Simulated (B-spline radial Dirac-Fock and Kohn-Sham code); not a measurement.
# Dipole and non-dipole photoemission parameters of Xe⁶⁺ 4p3/2

System: xenon as Xe⁶⁺ in the configuration [Kr] 4d10 5s2; threshold 226.6 eV (orbital energy of the model). Method: Dirac-Hartree-Slater photoionisation with a Latter tail; cross sections with all multipoles, angular parameters from the dipole term and its interference with E2. Computed with an atomic code on a B-spline grid.

For linearly polarised light dσ/dΩ = σ/(4π) [1 + β P₂(cos θ) + (δ + γ cos²θ) sin θ cos φ], with θ from the polarisation vector and φ the angle between the beam and the projection of the electron momentum on the plane normal to the polarisation.

| hν (eV) | σ (kb) | β | γ | δ |
| --- | --- | --- | --- | --- |
| 601 | 137 | 1.448 | 0.209 | 0.009 |
| 800 | 92.4 | 1.581 | 0.118 | 0.003 |
| 897 | 77.7 | 1.619 | 0.078 | 0.001 |
| 1000 | 65.5 | 1.648 | 0.042 | 0.001 |
| 2820 | 9.26 | 1.695 | 0.134 | 0.006 |
| 2860 | 8.99 | 1.694 | 0.142 | 0.006 |
| 3740 | 4.98 | 1.659 | 0.323 | 0.010 |
| 4160 | 3.91 | 1.641 | 0.410 | 0.012 |
| 4740 | 2.88 | 1.616 | 0.529 | 0.015 |
| 5090 | 2.42 | 1.600 | 0.598 | 0.018 |
| 5414.7 | ? | ? | ? | ? |
| 5860 | 1.72 | 1.567 | 0.743 | 0.023 |
| 6000 | 1.62 | 1.562 | 0.769 | 0.024 |
| 6920 | 1.13 | 1.524 | 0.927 | 0.031 |
| 7680 | 0.861 | 1.493 | 1.046 | 0.037 |
| 8230 | 0.718 | 1.472 | 1.128 | 0.042 |
| 9251.7 | 0.525 | 1.434 | 1.268 | 0.051 |
| 12000 | 0.256 | 1.341 | 1.585 | 0.077 |

Q: Give the values at Cr Kα (5414.7 eV).

A: σ = 2.09 kb, β = 1.586, γ = 0.660, δ = 0.020.
